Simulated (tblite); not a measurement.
Input of a run (GFN2-xTB geometry optimisation, gas phase (tblite 0.8.0)), started from a force field or distance geometry:
```
{"job": {"kind": "relax", "xc": "GFN2-xTB", "basis": "xTB"}, "charge": 0, "multiplicity": 1}
C      1.982100     1.133900     0.232100
C      1.375800    -0.092200    -0.368200
C      0.170100    -0.633800     0.311100
C     -0.230400    -1.870600    -0.499500
N     -0.992200     0.235300     0.256600
C     -1.142000     1.422100    -0.356000
N     -2.392800     1.826300    -0.119200
N     -3.012800     0.937300     0.610200
C     -2.159400    -0.073100     0.849100
H      3.070800     0.939800     0.382200
H      1.951800     1.930200    -0.569400
H      1.491600     1.494800     1.167300
H      2.154200    -0.905200    -0.271600
H      1.134700     0.067500    -1.428600
H      0.357500    -0.979300     1.348300
H     -0.225300    -1.549300    -1.539200
H      0.488000    -2.692700    -0.296000
H     -1.238000    -2.199400    -0.220300
H     -0.421100     1.979500    -0.915700
H     -2.367700    -0.960300     1.423800
```

Output (eV, eV/Å):
```
step      E/eV     max force
  0    -740.23938    2.176
  1    -740.50050    0.732
  2    -740.56041    0.531
  3    -740.61634    0.498
  4    -740.64763    0.395
  5    -740.67062    0.300
  6    -740.68377    0.265
  7    -740.69325    0.193
  8    -740.69927    0.224
  9    -740.70398    0.147
 10    -740.70871    0.159
 11    -740.71452    0.156
 12    -740.72061    0.186
 13    -740.72551    0.185
 14    -740.72920    0.170
 15    -740.73278    0.151
 16    -740.73657    0.157
 17    -740.73999    0.125
 18    -740.74287    0.115
 19    -740.74588    0.133
 20    -740.74978    0.197
 21    -740.75442    0.191
 22    -740.75863    0.168
 23    -740.76181    0.136
 24    -740.76462    0.156
 25    -740.76723    0.151
 26    -740.76931    0.094
 27    -740.77089    0.080
 28    -740.77212    0.093
 29    -740.77307    0.091
 30    -740.77373    0.055
 31    -740.77420    0.048
 32    -740.77473    0.077
 33    -740.77552    0.111
 34    -740.77650    0.105
 35    -740.77743    0.060
 36    -740.77818    0.058
 37    -740.77894    0.097
 38    -740.77998    0.135
 39    -740.78127    0.126
 40    -740.78254    0.090
 41    -740.78359    0.075
 42    -740.78460    0.085
 43    -740.78572    0.107
 44    -740.78668    0.075
 45    -740.78726    0.061
 46    -740.78765    0.055
 47    -740.78818    0.066
 48    -740.78908    0.088
 49    -740.79050    0.090
 50    -740.79238    0.104
 51    -740.79464    0.128
 52    -740.79754    0.157
 53    -740.80151    0.223
 54    -740.80084    0.329
 55    -740.80982    0.159
 56    -740.81378    0.105
 57    -740.82002    0.186
 58    -740.82293    0.149
 59    -740.82892    0.113
 60    -740.83422    0.154
 61    -740.83802    0.179
 62    -740.84167    0.155
 63    -740.84713    0.156
 64    -740.85114    0.133
 65    -740.85493    0.163
 66    -740.85931    0.181
 67    -740.86397    0.182
 68    -740.86800    0.149
 69    -740.86871    0.294
 70    -740.87440    0.182
 71    -740.87694    0.112
 72    -740.88240    0.135
 73    -740.88606    0.179
 74    -740.89098    0.151
 75    -740.89638    0.161
 76    -740.90066    0.167
 77    -740.90330    0.279
 78    -740.90977    0.159
 79    -740.91371    0.135
 80    -740.91745    0.143
 81    -740.91970    0.159
 82    -740.92253    0.125
 83    -740.92443    0.140
 84    -740.92567    0.088
 85    -740.92684    0.091
 86    -740.92786    0.078
 87    -740.92894    0.075
 88    -740.92993    0.064
 89    -740.93088    0.063
 90    -740.93161    0.061
 91    -740.93241    0.082
 92    -740.93348    0.089
 93    -740.93460    0.082
 94    -740.93555    0.066
 95    -740.93639    0.099
 96    -740.93728    0.080
 97    -740.93843    0.067
 98    -740.93922    0.061
 99    -740.93973    0.054
100    -740.94009    0.054
101    -740.94039    0.040
102    -740.94063    0.031
103    -740.94088    0.031
104    -740.94113    0.036
105    -740.94142    0.038
106    -740.94163    0.028
107    -740.94176    0.025
108    -740.94186    0.028
109    -740.94199    0.029
110    -740.94214    0.036
111    -740.94230    0.034
112    -740.94241    0.026
113    -740.94250    0.028
114    -740.94260    0.028
115    -740.94271    0.028
116    -740.94286    0.030
117    -740.94300    0.033
118    -740.94313    0.024
119    -740.94323    0.020
120    -740.94329    0.018
121    -740.94335    0.020
122    -740.94343    0.029
123    -740.94354    0.029
124    -740.94363    0.019
125    -740.94369    0.016
126    -740.94373    0.013
127    -740.94378    0.016
128    -740.94385    0.021
129    -740.94394    0.024
130    -740.94406    0.026
131    -740.94424    0.029
132    -740.94448    0.032
133    -740.94477    0.038
134    -740.94505    0.037
135    -740.94526    0.027
136    -740.94542    0.025
137    -740.94552    0.034
138    -740.94564    0.034
139    -740.94574    0.023
140    -740.94590    0.023
141    -740.94595    0.015
142    -740.94599    0.009
```

Question: Summarise the run.

Answer: The energy falls by 0.707 eV over 142 L-BFGS steps, the largest force on an atom goes from 2.18 to 0.009 eV/Å, and the atoms move by 0.804 Å rms after alignment. The bond that changes most is C2–C3 (chain CH2 carbon to sp3 carbon bound to nitrogen), which lengthens by 0.048 Å. Bonds longer at the end by more than 0.005 Å: 5 of 20; shorter: 12. Among the angles that change most is C2–C3–C4, from 105.3° to 111.7°. Among the dihedrals that turn most is C2–C3–N5–C9, from -178° to -116°. The energy rose by more than 1e-5 eV at step 54. The first step brought 37 % of the lowering.

Question: What are the final bond lengths?

Answer: C1–C2 1.524 Å, C2–C3 1.534 Å, C3–C4 1.528 Å, C3–N5 1.445 Å, N5–C6 1.361 Å, C6–N7 1.299 Å, N7–N8 1.342 Å, N8–C9 1.298 Å, N5–C9 1.360 Å, C1–H10 1.087 Å, C1–H11 1.088 Å, C1–H12 1.088 Å, C2–H13 1.091 Å, C2–H14 1.092 Å, C3–H15 1.097 Å, C4–H16 1.087 Å, C4–H17 1.087 Å, C4–H18 1.088 Å, C6–H19 1.070 Å, C9–H20 1.071 Å. Numbering counts from 1 in the input's order; the species is `CC[C@H](C)n1cnnc1`.

Its GFN2-xTB frequencies are all real (lowest 39 cm⁻¹). One conformer, not necessarily the lowest. 3 starts were optimised and ended at 0.00, 0.01 and 1.25 kcal/mol (GFN2-xTB); the lowest of these is shown.

All values are computed, not measured.
